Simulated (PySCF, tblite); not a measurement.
Isomers of C6H6N2Si. Method: GFN2-xTB as coded in tblite; computed harmonic values from a numerical Hessian at the method's own geometry, unscaled. Against measured fundamentals such values can be off by several per cent, at times by over 20. Modes of hydrogen on silicon can be 10 to 20 % off. One conformer each.

Electronic energies: PBE0/pcSseg-1 single points on the GFN2-xTB geometries (PySCF, gas phase).

```
                    SMILES  electronic energy, lowest = 0 (kJ/mol)
N#CC1=C[C@@H](C#N)C[SiH2]1                                     0.0
     CC#CC([SiH3])(C#N)C#N                                   201.9
     C=CC#C[Si@@H](C#N)N=C                                   123.4
```

**Question.** How do GFN2-xTB zero-point energies change the relative energies?

**Answer.** 
```tsv
SMILES	ZPE (kJ/mol)	of it from modes above 1550 cm⁻¹	electronic (kJ/mol)	with ZPE, lowest = 0 (kJ/mol)	lowest mode (cm⁻¹)	rings
N#CC1=C[C@@H](C#N)C[SiH2]1	262.8	137.3	0.0	0.0	43	1
C=CC#C[Si@@H](C#N)N=C	255.4	152.4	123.4	115.9	2	0
CC#CC([SiH3])(C#N)C#N	246.9	138.7	201.9	185.9	14i	0
```

The zero-point energies span 15.9 kJ/mol, from `CC#CC([SiH3])(C#N)C#N` to `N#CC1=C[C@@H](C#N)C[SiH2]1`. Slightly imaginary modes are left out of the zero-point energy: `CC#CC([SiH3])(C#N)C#N` 14.4i cm⁻¹. The order is unchanged.

**Question.** And how do the electronic energies of GFN2-xTB itself compare?

**Answer.** `N#CC1=C[C@@H](C#N)C[SiH2]1` 0.0; `C=CC#C[Si@@H](C#N)N=C` 170.4; `CC#CC([SiH3])(C#N)C#N` 94.1 kJ/mol, lowest = 0. Against the energies above, taken from the same isomer `N#CC1=C[C@@H](C#N)C[SiH2]1`, the largest difference is 107.8 kJ/mol.
